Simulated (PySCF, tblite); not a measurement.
Isomers of C5H12OP2, one GFN2-xTB conformer each. Single-point energies are computed at PBE0/pcSseg-1 (PySCF, gas phase, no added dispersion term), electronic only.

Question: Rank them by PBE0/pcSseg-1 energy, lowest first (kcal/mol).
A. `[CH3:1]/[CH:2]=[CH:3]\[P@H:4](=[O:5])[P:6]([CH3:7])[CH3:8]` with C2–C3–P4–O5 -175°, C3–P4–P6–C7 79°
B. `[O:1]=[P:2]1([PH2:3])[CH2:4][CH2:5][CH2:6][CH2:7][CH2:8]1` with O1–P2–P3–H -46° and 46°, O1–P2–C4–C5 174°, P2–C4–C5–C6 -60°, C4–C5–C6–C7 66°, C5–C6–C7–C8 -66°

Answer: B (0.0), A (25.4).

As drawn, the higher has a C=C bond outside aromatic rings, which the lower lacks. GFN2-xTB itself gives, in the same order: 0.0, 31.3. Both levels put the same isomer lowest.

Q: Which frontier levels, dipoles and rotational constants go with these structures?

A: 
| SMILES | HOMO (eV, PBE0/pcSseg-1) | LUMO (eV) | dipole (D) | A, B, C (MHz) |
| --- | --- | --- | --- | --- |
| O=P1(P)CCCCC1 | -7.04 | 0.22 | 3.58 | 1913, 1185, 1107 |
| C/C=C\[P@H](=O)P(C)C | -6.78 | -0.80 | 3.36 | 1998, 1023, 873.7 |

Q: What happens when harmonic zero-point energies from GFN2-xTB frequencies are added?

A: 
| SMILES | ZPE (kcal/mol) | electronic (kcal/mol) | with ZPE (kcal/mol) |
| --- | --- | --- | --- |
| O=P1(P)CCCCC1 | 101.2 | 0.0 | 0.0 |
| C/C=C\[P@H](=O)P(C)C | 98.7 | 25.4 | 22.9 |

The zero-point energies span 2.5 kcal/mol. The order is unchanged.
